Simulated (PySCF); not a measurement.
# How good is the calculation?

Molfile (atoms numbered from 1):
```
CH3Cl5Si2
     RDKit          3D

 11 10  0  0  0  0  0  0  0  0999 V2000
   -1.7391    0.2563   -0.3124 C   0  0  0  0  0  0  0  0  0  0  0  0
   -0.3030   -0.5585    0.5179 Si  0  0  0  0  0  4  0  0  0  0  0  0
   -0.3068   -2.5690    0.1302 Cl  0  0  0  0  0  0  0  0  0  0  0  0
   -0.3907   -0.2605    2.5421 Cl  0  0  0  0  0  0  0  0  0  0  0  0
    1.7588    0.2647   -0.1942 Si  0  0  0  0  0  4  0  0  0  0  0  0
    1.9528   -0.0242   -2.2056 Cl  0  0  0  0  0  0  0  0  0  0  0  0
    1.8600    2.2692    0.1819 Cl  0  0  0  0  0  0  0  0  0  0  0  0
    3.2931   -0.6677    0.7607 Cl  0  0  0  0  0  0  0  0  0  0  0  0
   -1.6708    0.1269   -1.3942 H   0  0  0  0  0  0  0  0  0  0  0  0
   -1.7476    1.3234   -0.0802 H   0  0  0  0  0  0  0  0  0  0  0  0
   -2.6723   -0.1898    0.0385 H   0  0  0  0  0  0  0  0  0  0  0  0
  1  2  1  0
  2  3  1  0
  2  4  1  0
  2  5  1  0
  5  6  1  0
  5  7  1  0
  5  8  1  0
  1  9  1  0
  1 10  1  0
  1 11  1  0
M  END
```

The experiment to reproduce: δ ²⁹Si Si2 14.0; Si5 -0.2 ppm (measured; solution; U. Herzog, Habilitationsschrift, TU Bergakademie Freiberg, 2002/2003).

Level of theory: σ from GIAO-B97-2/pcSseg-2, PBE0-D3(BJ)/def2-TZVP structure, in PySCF (one computed conformer, non-relativistic Hamiltonian, no solvent, rapidly exchanging positions averaged).

**Question.** What does the calculation give, and how does it compare?

**Answer.** 
Reference values: measured (solution; U. Herzog, Habilitationsschrift, TU Bergakademie Freiberg, 2002/2003).
```csv
atoms,quantity,reference,computed,"computed, scaled"
Si2,δ ²⁹Si vs TMS,14.0,21.7,6.9
Si5,δ ²⁹Si vs TMS,-0.2,14.2,0.6
```

Computed shifts are σ(ref) − σ with the named reference compound (TMS for H and C) calculated as an isolated molecule at the same level. The measured values may be among those fitted. Shieldings were converted by a linear fit to measured shifts: ²⁹Si (scatter 5.7 ppm rms, 29.0 ppm with the 5 outliers that the fit left out vs TMS, solution or neat liquid). A few per cent of atoms miss by over 2 rms, more outside the fitted compound classes.

**Question.** How far are the unscaled ²⁹Si shifts from the references?

**Answer.** Mean signed difference +11.05 ppm, mean absolute 11.05 ppm over 2 comparisons; the largest is +14.4 ppm at Si5 (silicon bonded to 3 Cl, Si).
